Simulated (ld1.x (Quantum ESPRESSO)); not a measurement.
## Pt (Z = 78): excitation energies, all-electron against TM

ld1.x (Quantum ESPRESSO) 7.5 input, shortened:

```
&input
   title='Pt', zed=78., rel=2, dft='PZ', iswitch=3,
   config='[Xe] 4f14 5d9 6s0.5 6p0', rel_dist='average'
 /
 &inputp
   pseudotype=2, tm=.true., lloc=0,
   nlcc=.false.
 /
3
5P  2  1   6.00   0.00  0.98  0.98  0.0
5D  3  2   9.00   0.00  1.95  1.95  0.0
5S  1  0   2.00   0.00  1.10  1.10  0.0
 &test
   configts(1)='5s2 5p6 5d9 6s0.5 6p0'
 /
```

Open shells are filled in proportion to 2j + 1 (rel_dist='average').

Occupied shells without a wave of their own: 6s. They enter only through the test configuration that unscreens the potential.

Energies are relative to the spin-unpolarised reference configuration 5s2 5p6 5d9 6s0.5 6p0; without spin polarisation the order of configurations can differ from experiment.

```csv
valence configuration,charge,ΔE all-electron (eV),error AE − PS (meV)
5s2 5p6 5d9 6s1 6p0,0,-3.868,+92
5s2 5p6 5d8 6s0 6p0,+2,25.966,-152
5s2 5p6 5d7 6s0 6p0,+3,58.476,-195
5s2 5p6 5d9.5 6s0.5 6p0,0,-3.965,-0.1
5s2 5p6 5d6 6s0 6p0,+4,104.406,-239
5s2 5p6 5d8 6s1 6p0,+1,7.575,+128
```

**Question.** What are ΔE and the potential's error for 5s2 5p6 5d9 6s0 6p0?

**Answer.** ΔE = 5.691 eV all-electron; the error (AE − PS) is -114 meV.

The 6s level has no wave, so the channel is fitted at the deeper level alone: the likely source of the large errors.

A Bessel basis up to 400 Ry misses an occupied level by 0.13 Ry, so cutoffs and ghosts were not judged.
